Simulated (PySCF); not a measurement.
[Ti(H2O)3]2+ holds Ti(II), d2, at total charge +2. The structure is a model geometry with rigid ligands and bond lengths from ionic radii and pyramidal angle changed to 95.00°, not a minimum; coordination trigonal pyramidal, point group C3v, metal–donor distances 2.04 Å.

```
10

Ti    0.0000    0.0000    0.0000
O     2.0322    0.0000   -0.1778
H     2.6050    0.7750   -0.2279
H     2.6050   -0.7750   -0.2279
O    -1.0161    1.7600   -0.1778
H    -1.9737    1.8685   -0.2279
H    -0.6314    2.6435   -0.2279
O    -1.0161   -1.7600   -0.1778
H    -0.6314   -2.6435   -0.2279
H    -1.9737   -1.8685   -0.2279
```

Method (PySCF 2.14, density fitting): CASSCF(2,5) with orbitals averaged over all microstates of the shell, strongly contracted NEVPT2 on the averaged canonical orbitals; basis x2c-TZVPall on the metal, x2c-SVPall elsewhere; spin-free X2C; gas phase; spin-orbit coupling by state interaction with the mean-field operator over all roots.

Question: Which term lies lowest, and with what spin?

Answer: 3A2 (S = 1, orbital degeneracy 1), orbital occupations from the lowest 0.0 0.9 0.9 0.1 0.1, by NEVPT2, but only 124 cm⁻¹ below 3E, which doesn't decide their order.

Question: List the excited states of the same spin.

Answer: By NEVPT2: 3E at 124 cm⁻¹; 3E at 2334 cm⁻¹; 3A1 at 4100 cm⁻¹; 3A2 at 4347 cm⁻¹; 3E at 10680 cm⁻¹ (936 nm); 3A2 at 16912 cm⁻¹ (591 nm). The strongest, at 4347 cm⁻¹, has f = 3.0e-04.

Question: Which is the lowest state of another spin?

Answer: 1E at 8234 cm⁻¹ by NEVPT2; CASSCF alone puts it at 10349 cm⁻¹ above the same ground state.

Question: Give the fitted ligand-field and repulsion parameters.

Answer: At NEVPT2 level: orbital energies 0, 1376, 1376, 5848, 5848 cm⁻¹; B = 655 cm⁻¹; C = 2673 cm⁻¹; B over its free-ion value at the same level 0.884; rms of the fit 329 cm⁻¹; ζ = 110 cm⁻¹ (free ion 123).

Question: What magnetic behaviour follows?

Answer: Degenerate or low-lying orbital states mix with the ground state, so no spin-only Hamiltonian applies. The lowest spin-orbit level is 1-fold; the next lies at 64.1 cm⁻¹. μeff is 3.12 μB at 300 K and 0.37 μB at 10 K; the spin-only value is 2.83 μB.

The geometry is a model, and the complex may not exist in this form. 3E (124 cm⁻¹) lies within 300 cm⁻¹ of 3A2 at NEVPT2 level, inside the method's error: their order is undecided, and g values and low-temperature moments can hang on it.

The job took 2.8 s on one thread of Arm Neoverse V2 (shared host), with 120 basis functions, launched as `OMP_NUM_THREADS=1 python lf_run.py task.json out`.
